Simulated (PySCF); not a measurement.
# A survey of ¹⁵N NMR shifts

Method: shielding tensors at PBE0/pcSseg-1 (GIAO), GFN2-xTB geometry, in PySCF (no solvent, a single conformation, non-relativistic, rapidly exchanging positions averaged).

Shieldings were converted by a linear fit to measured shifts: ¹⁵N: δ = -148.07 − 0.921σ (rms 6.3 ppm, 71 shifts vs CH3NO2, solution or neat liquid). Occasional misses reach two or three times the rms, and more in compound classes unlike the fitted ones.

Give the ¹⁵N shifts of `CCn1cc([SiH3])nn1`, `C=N[Si@@H]1NC[C@@H](CF)N1`, `CCc1cnn([SiH3])n1`, `COc1pccpc1C#N`, `CCn1cpc(F)n1`, `C=CCn1nncc1SC`, `C=CCn1ncc(SC)n1`.

Answers


```csv
compound,environment,δ (ppm)
[CH3:1][CH2:2][n:3]1[cH:4][c:5]([SiH3:6])[n:7][n:8]1,N8: pyridine-type nitrogen of an azole,-18.9
[CH3:1][CH2:2][n:3]1[cH:4][c:5]([SiH3:6])[n:7][n:8]1,N7: pyridine-type nitrogen of an azole,-25.2
[CH3:1][CH2:2][n:3]1[cH:4][c:5]([SiH3:6])[n:7][n:8]1,N3: pyrrole-type ring nitrogen,-137.7
[CH2:1]=[N:2][Si@@H:3]1[NH:4][CH2:5][C@@H:6]([CH2:7][F:8])[NH:9]1,N2: imine nitrogen,9.4
[CH2:1]=[N:2][Si@@H:3]1[NH:4][CH2:5][C@@H:6]([CH2:7][F:8])[NH:9]1,"N9: nitrogen bonded to C, Si, H, in a 5-membered ring",-355.9
[CH2:1]=[N:2][Si@@H:3]1[NH:4][CH2:5][C@@H:6]([CH2:7][F:8])[NH:9]1,"N4: nitrogen bonded to C, Si, H, in a 5-membered ring",-367.4
[CH3:1][CH2:2][c:3]1[cH:4][n:5][n:6]([SiH3:7])[n:8]1,N5: pyridine-type nitrogen of an azole,-38.9
[CH3:1][CH2:2][c:3]1[cH:4][n:5][n:6]([SiH3:7])[n:8]1,N8: pyridine-type nitrogen of an azole,-48.9
[CH3:1][CH2:2][c:3]1[cH:4][n:5][n:6]([SiH3:7])[n:8]1,N6: pyrrole-type ring nitrogen,-149.1
COc1pccpc1C#N,nitrile nitrogen,-82.9
[CH3:1][CH2:2][n:3]1[cH:4][p:5][c:6]([F:7])[n:8]1,N8: pyridine-type nitrogen of an azole,-85.1
[CH3:1][CH2:2][n:3]1[cH:4][p:5][c:6]([F:7])[n:8]1,N3: pyrrole-type ring nitrogen,-176.3
[CH2:1]=[CH:2][CH2:3][n:4]1[n:5][n:6][cH:7][c:8]1[S:9][CH3:10],N5: pyridine-type nitrogen of an azole,-27.2
[CH2:1]=[CH:2][CH2:3][n:4]1[n:5][n:6][cH:7][c:8]1[S:9][CH3:10],N6: pyridine-type nitrogen of an azole,-39.2
[CH2:1]=[CH:2][CH2:3][n:4]1[n:5][n:6][cH:7][c:8]1[S:9][CH3:10],N4: pyrrole-type ring nitrogen,-154.5
[CH2:1]=[CH:2][CH2:3][n:4]1[n:5][cH:6][c:7]([S:8][CH3:9])[n:10]1,N5: pyridine-type nitrogen of an azole,-58.1
[CH2:1]=[CH:2][CH2:3][n:4]1[n:5][cH:6][c:7]([S:8][CH3:9])[n:10]1,N10: pyridine-type nitrogen of an azole,-76.3
[CH2:1]=[CH:2][CH2:3][n:4]1[n:5][cH:6][c:7]([S:8][CH3:9])[n:10]1,N4: pyrrole-type ring nitrogen,-141.2
```
